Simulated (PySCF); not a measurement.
C₆H₇PS.
Cartesian coordinates in Å at the GFN2-xTB level; atoms count from 1:
```
atom  x, y, z in Å
C1     2.685    0.377   -0.471
C2     2.819   -0.260    0.713
S3     1.372   -0.751    1.492
C4     0.317   -0.131    0.268
C5    -1.126   -0.302    0.469
C6    -2.072    0.765   -0.023
C7    -2.014   -0.549   -0.724
P8     1.051    0.636   -1.086
H9     3.543    0.720   -1.028
H10    3.744   -0.488    1.212
H11   -1.386   -0.807    1.392
H12   -2.936    0.996    0.581
H13   -1.630    1.620   -0.513
H14   -1.533   -0.584   -1.691
H15   -2.838   -1.237   -0.611
```

Computed, not measured: TDDFT CAM-B3LYP/def2-SVPD, vertical, gas phase, core orbitals frozen in the response (PySCF 2.14.0, density-fitted response routines).

Predict the UV-vis stick spectrum at this level.

| state | E (eV) | E (kJ/mol) | λ (nm) | f | symmetry | main configurations (H = HOMO, L = LUMO) |
| --- | --- | --- | --- | --- | --- | --- |
| S1 | 4.59 | 443 | 270.2 | 0.134 | A′ | H→L (95%) |
| S2 | 5.18 | 500 | 239.4 | 0.040 | A′ | H-1→L (72%), H→L+2 (25%) |
| S3 | 5.38 | 519 | 230.6 | 0.0062 | A″ | H-2→L (83%), H→L+1 (12%) |
| S4 | 5.49 | 530 | 225.8 | 0.0004 | – | H→L+1 (68%), H-2→L (14%), H→L+7 (12%) |
| S5 | 6.02 | 581 | 205.9 | 0.223 | A′ | H→L+2 (69%), H-1→L (22%) |
| S6 | 6.13 | 591 | 202.4 | 0.0006 | – | H-1→L+1 (78%), H-1→L+7 (9%) |
| S7 | 6.30 | 607 | 196.9 | 0.0018 | – | H→L+3 (73%), H→L+5 (14%) |
| S8 | 6.53 | 630 | 189.9 | 0.0000 | – | H→L+5 (37%), H→L+7 (20%), H→L+8 (11%) |

Triplets (Tamm–Dancoff): T1 2.85 eV, H→L (95%); T2 4.19 eV, H-1→L (78%), H-1→L+2 (9%), H→L+2 (8%); T3 4.63 eV, H-2→L (91%).

The lowest singlet comes at 270 nm (443 kJ/mol) in the ultraviolet; it is of moderate strength; its leading configuration is HOMO→LUMO (95%). The strongest level in the table is S5 at 6.02 eV (206 nm, f = 0.223). Löwdin shares by element: HOMO carbon 47% or more, phosphorus 28% (atoms not listed hold the other 26%); LUMO carbon 35% or more, phosphorus 27%, sulfur 21% (atoms not listed hold the other 18%). Orbital energies (eV): HOMO-3 -10.23, HOMO-2 -9.13, HOMO-1 -8.48, HOMO -7.53, LUMO -0.17, LUMO+1 1.07, LUMO+2 1.24. Of the 8 states listed, 3 reach f = 0.01 and 2 stay under 0.0005. Weighted by f, the mean energy of these states is 5.46 eV. No computed singlet lies in the visible range (380 to 750 nm); the lowest, at 270 nm, stands 1.33 eV above its violet end (3.26 eV); a Tamm–Dancoff triplet lies at 435 nm, without intensity as long as spin–orbit coupling is left out. Symmetry labels in Cs follow from the direction of the transition dipole and are given only for states with f of 0.002 or more. The window holds the lowest 8 singlets.

Hardware: one thread of an Arm Neoverse V1, on a shared host. Cost: 52 s wall, 1.0 GiB resident at most.

One conformer stands for the species.
